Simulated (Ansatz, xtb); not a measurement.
## Two conformers of CH4Br2Si

Structure X is `BrC[SiH2]Br`, a singlet and structure Y is `BrC[SiH2]Br`, a singlet. Both are isolated molecules in the gas phase, relaxed with PBE0-D3(BJ)/def2-SVP.

X (Å):

```csv
atom,x (Å),y (Å),z (Å)
C,0.7012,2.2063,1.1722
Br,-1.0785,2.6480,1.8014
Br,-0.4639,-0.3163,-0.7111
Si,0.8966,0.3517,0.9125
H,1.4164,2.5670,1.9267
H,0.8697,2.7619,0.2391
H,2.2990,0.0674,0.4913
H,0.5588,-0.3836,2.1599
```

Y (Å):

```xyz
8

C    -0.6832   -1.1598   -0.6169
Br    0.6444   -0.2032   -1.6687
Br   -2.0264   -4.1034    0.1787
Si   -0.5078   -2.9884   -1.0199
H    -0.4897   -0.9443    0.4426
H    -1.6721   -0.7648   -0.8865
H    -0.7781   -3.2225   -2.4626
H     0.8451   -3.4694   -0.6356
```

Energies in hartree; the thermal terms are from PBE0-D3(BJ)/def2-SVP harmonic frequencies (ideal gas, rigid rotor, one conformer each, 298.15 K, 1 atm) and include the zero-point energy:

|  | X | Y |
| --- | --- | --- |
| E, CCSD(T)/def2-SVP | −5474.009794 | −5474.011819 |
| E, MP2/def2-SVP | −5473.960317 | −5473.962312 |
| E, MP2/def2-TZVPP | −5474.889953 | −5474.892024 |
| zero-point energy | 0.046249 | 0.046240 |
| H(298 K) − E | 0.053225 | 0.053346 |
| G(298 K) − E | 0.013244 | 0.013233 |

Q: Correct the CCSD(T) difference for the basis set by the MP2 change, then work out ΔE, ΔE₀, ΔH and ΔG for X → Y in kJ/mol (1 Eh = 2625.50 kJ/mol) and the equilibrium ratio [Y]/[X].

A: 1. Differences Y − X: CCSD(T) −0.002025, MP2 in the small set −0.001995, MP2 in the large set −0.002071 Eh.
2. ΔE = −0.002025 + (−0.002071 − (−0.001995)) = −0.002101 Eh = −5.52 kJ/mol.
3. ΔE₀ = ΔE + ΔZPE = −0.002101 + (−0.000009) Eh = −5.54 kJ/mol.
4. ΔH = ΔE + (+0.000121) Eh = −5.20 kJ/mol.
5. ΔG = ΔE + (−0.000011) Eh = −5.55 kJ/mol, so ΔS = (ΔH − ΔG)/T = +1.2 J/(mol K).
6. kT = 0.9442 mEh, so K = [Y]/[X] = exp(−ΔG/kT) = exp(+2.24) ≈ 9.4.

Structure Y is favoured at this temperature. An error of 4 kJ/mol in ΔG would change K by a factor of 5. Mirror images and further conformers aren't counted.

Other levels gave ΔE = −5.4 (PBE0-D3(BJ)/def2-SVP); −6.6 (HF/def2-SVP); −5.2 (MP2/def2-SVP); −5.3 (CCSD(T)/def2-SVP) kJ/mol. The correlated steps freeze 24 core orbitals; the filled d shell of Br is correlated, in a basis made for valence electrons. Programs: Ansatz 0.2.0.
